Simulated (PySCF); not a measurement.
Structure problem from calculated spectra and properties.

Formula: C5H14FGaS.

- NMR, other nuclei: isotropic shieldings of nuclei other than C and H, by class: 384 (1 F), 567 (1 S), 1482 (1 Ga) ppm [GIAO KT3/pcSseg-1]
- Rotational structure: rotational constants A, B, C: 1.588, 0.887, 0.790 GHz [PBE0-D3(BJ)/def2-SVP]
- 1H NMR: chemical shifts (computed TMS as zero) by class: 4.53 (1 H), 2.38 (3 H), 2.31 (3 H), 1.21 (3 H), 1.10 (3 H), 0.91 (1 H) ppm [GIAO KT3/pcSseg-1]
- Valence photoelectron: vertical ionisation energy: 8.72 eV [ΔSCF B3LYP/def2-SVPD]
- Triplet: lowest triplet excitation (Tamm–Dancoff): 5.57 eV [TDA B3LYP/def2-SVPD]
- UV, first state: lowest singlet excitation: 5.76 eV (215 nm, f = 0.006) [TDDFT B3LYP/def2-SVPD]
- Polarisability: 114.4 au [B3LYP/def2-SVPD]
- Dipole: 3.15 D [B3LYP/def2-SVPD]
- UV, strongest line: among the 10 lowest singlet transitions: S9 at 6.99 eV (177 nm, f = 0.091) [TDDFT B3LYP/def2-SVPD]
- 13C NMR: chemical shifts (computed TMS as zero) by class: 23.0 (1 C), 22.7 (1 C), 22.4 (1 C), 21.3 (1 C), 21.3 (1 C) ppm [GIAO KT3/pcSseg-1]

The electronic properties come from PySCF, for the isolated species, density fitting. Levels stand in brackets. The structure is a single PBE0-D3(BJ)/def2-SVP conformer in the gas phase; no vibrational or solvent corrections. Relativistic effects, spin–orbit coupling among them, are left out although an element past zinc is present. NMR values are class means; diastereotopic atoms form classes of their own.

Question: Propose a structure and show how it fits.

Answer: Numbering: `[CH3:1][CH:2]([CH3:3])[Ga@H-:4]([F:5])[S+:6]([CH3:7])[CH3:8]`. 5 carbons fall into 5 classes; from least to most shielded: S-methyl carbon [C8] (23.0 ppm), methyl carbon [C1] (22.7 ppm), methyl carbon [C3] (22.4 ppm), S-methyl carbon [C7] (21.3 ppm), sp3 CH carbon [C2] (21.3 ppm). Hydrogen classes from least to most shielded: 1 H on a gallium bonded to C, F, S and H, Ga4 (4.53 ppm), 3 H on an S-methyl carbon, C7 (2.38 ppm, a mean of values up to 1.8 ppm apart in this geometry), 3 H on an S-methyl carbon, C8 (2.31 ppm, a mean of values up to 1.2 ppm apart in this geometry), 3 H on a methyl carbon, C1 (1.21 ppm, a mean of values up to 1.0 ppm apart in this geometry), 3 H on a methyl carbon, C3 (1.10 ppm, a mean of values up to 0.8 ppm apart in this geometry), 1 H on an sp3 CH carbon, C2 (0.91 ppm). The other shieldings belong to: 384 ppm, fluorine bonded to Ga [F5]; 567 ppm, sulfur bonded to 2 C and Ga [S6]; 1482 ppm, gallium bonded to C, F, S and H [Ga4]. The first electron is taken from the HOMO, whose largest Löwdin shares are 0.33 on the sp3 CH carbon, 0.18 on the gallium bonded to C, F, S and H, 0.08 on the hydrogen on gallium and 0.08 on a methyl carbon. The optimised geometry has point group C1 and is an asymmetric top. Structure: `C[CH](C)[Ga@H-]([F])[S+](C)C`. The assignments are read from this structure; whether some other isomer fits the data as well wasn't checked. The mirror image fits equally. NMR values of atoms bound to Ga lack the spin–orbit term that these neighbours bring.

Shape of the structure used: `[CH3:1][CH:2]([CH3:3])[Ga@H-:4]([F:5])[S+:6]([CH3:7])[CH3:8]`: C1–C2–Ga4–F5 10°, C2–Ga4–S6–C7 69°.
